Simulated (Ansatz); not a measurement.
## Two structures, one formula

The two ends of one reaction step of SiN$_{2}$H$_{6}$O$_{2}$, closed shell (PBE0-D4/def2-TZVP).

A:

```
11
angstrom
Si -0.1434 0.0667 -0.0628
N 1.3228 0.9249 -0.0185
N -0.0077 -1.4697 0.6440
H 0.8538 -1.9844 0.6579
O -0.4808 0.0682 -1.6762
O -1.4011 0.7174 0.7792
H 1.6493 1.4166 -0.8320
H 1.7155 1.2794 0.8356
H -0.6983 -1.8244 1.2809
H -0.9951 -0.6774 -1.9864
H -1.8147 1.4827 0.3781
```

B:

```
11
angstrom
Si -0.4932 -0.1881 0.0663
N 1.3183 0.4536 0.1655
N -0.1819 -1.6470 0.6429
H 1.8177 -0.4177 0.3398
O -0.8115 0.1424 -1.5310
O -1.2403 1.0630 0.8420
H 1.6608 0.9088 -0.6739
H 1.4409 1.0735 0.9594
H -0.8552 -2.3188 0.9686
H -0.8387 -0.6563 -2.0620
H -1.8167 1.5867 0.2824
```

Ansatz 0.2.0; basis: def2-TZVPP; cores frozen in the correlated methods. B3LYP uses VWN-RPA correlation.

Problem. Which structure is lower at CCSD(T), and by how much? (An estimate is asked for; the value comes from the calculation.)

Solution. Computed: A, by 1.877 eV (electronic energy, against the other). By their contacts, A is SiN₂H₆O₂ ([NH2][Si]([NH2])([OH])[OH]) and B is SiN₂H₆O₂ ([NH][Si]([NH3])([OH])[OH]).

All methods give the same order:

```
      method  E(B) − E(A) (eV)
       SPW92             1.731
      PBE-D4             1.716
     BLYP-D4             1.745
   r2SCAN-D4             1.846
      B97M-V             1.870
     PBE0-D4             1.867
    B3LYP-D4             1.873
  r2SCAN0-D4             1.942
    BHLYP-D4             2.030
CAM-B3LYP-D4             1.948
     wB97X-V             1.933
     wB97M-V             1.889
      B2PLYP             1.874
    PBE-QIDH             1.927
  RPA on PBE             1.838
          HF             2.204
         MP2             1.857
        CCSD             1.946
     CCSD(T)             1.877
```

T1 diagnostic: at most 0.012.

Labels in which every atom is bracketed show which atoms are joined, not bond orders.

For scale, one of the runs: CCSD(T)/def2-TZVPP, 250 basis functions, launched by `ansatz run in.yaml --threads 8 --pin off --events-out ev --progress --plain --max-ram 19148MiB`. Hardware: 8 CPU threads of an Arm Neoverse V1, shared host. Wall time 110 s; peak host memory 5.6 GiB.
